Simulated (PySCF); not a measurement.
Computed IR spectrum (relative IR intensity) of a molecule C2H11NSi3. Geometry optimised at PBE0-D3(BJ)/def2-SVP. Other conformers were not sampled. All values below come from PBE0-D3(BJ)/def2-SVP (PySCF). Frequencies are harmonic and unscaled.

Lines under 2 % of the strongest are left out, and lines within 2 cm⁻¹ are merged.

```
ν (cm⁻¹)  relative intensity
--------  ------------------
479                      2.7
579                      2.2
678                      6.6
688                       17
701                      8.8
747                       18
770                       15
797                       37
839                      7.1
907                       22
918                       63
934                      7.6
950                      100
962                       20
972                       33
1045                      16
1115                      29
1146                      12
1160                     3.0
1252                     2.9
1459                     2.1
2173                      49
2214                      28
2226                      59
2231                      22
2234                      13
2239                      47
2246                      36
3000                     7.4
3011                      11
3094                     4.0
```

### Question
Identify the compound among the candidates.
A. C=C[Si@@H]([SiH3])N[SiH3]
B. C[Si@@H]1[SiH2]C[Si@H]1N
C. [SiH3][C@@H]1[SiH2]CN1[SiH3]
D. CC1(N)[SiH2][SiH2][SiH2]1

### Answer
C, [SiH3][C@@H]1[SiH2]CN1[SiH3]
